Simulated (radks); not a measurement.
The numbers below are computed, except where a source is named.
Excited configurations of Ru: one electron is placed in a higher orbital outside [Kr] 4d7. The ground configuration is [Kr] 4d7 5s1. Code: a radial shooting solver on a logarithmic mesh with Libxc functionals. Model: Dirac Kohn-Sham, PBE, spin-unpolarised, spherical densities, finite nucleus; open shells are shared between the two j in proportion to 2j + 1; Fermi nuclear charge, rms radius 4.4809 fm. Excitation = E - E(ground); binding = E(ion) - E, where the ion is the core of charge +1; n* = 1/sqrt(2 binding) in atomic units, and the quantum defect is n - n*.

| outer orbital | excitation (eV) | binding (eV) | n* | quantum defect |
|---|---|---|---|---|
| 4f | 6.383 | 0.911 | 3.865 | 0.135 |
| 5p | 3.458 | 3.835 | 1.884 | 3.116 |
| 5d | 5.732 | 1.561 | 2.952 | 2.048 |
| 5f | 6.665 | 0.629 | 4.652 | 0.348 |
| 6s | 4.908 | 2.386 | 2.388 | 3.612 |
| 6f | 6.839 | 0.454 | 5.473 | 0.527 |
| 7s | 6.023 | 1.271 | 3.272 | 3.728 |
| 7p | 6.291 | 1.002 | 3.685 | 3.315 |
| 7d | 6.638 | 0.656 | 4.555 | 2.445 |

The Delta-SCF ionisation energy is 7.294 eV (NIST Atomic Spectra Database: 7.361 eV, measured). Self-interaction in the functional shifts the binding energies and quantum defects, so they are the method's values and not measured ones. Spin polarisation and multiplet splitting are left out, so open shells lie too high by an amount that depends on their filling. Sharing an open shell by 2j + 1 raises it above the true ground level by a part of the spin-orbit splitting, which enters the differences from NIST.

Beside tabulated values, note that spin-unpolarised runs miss the spin-polarisation part of the exchange energy of open shells.
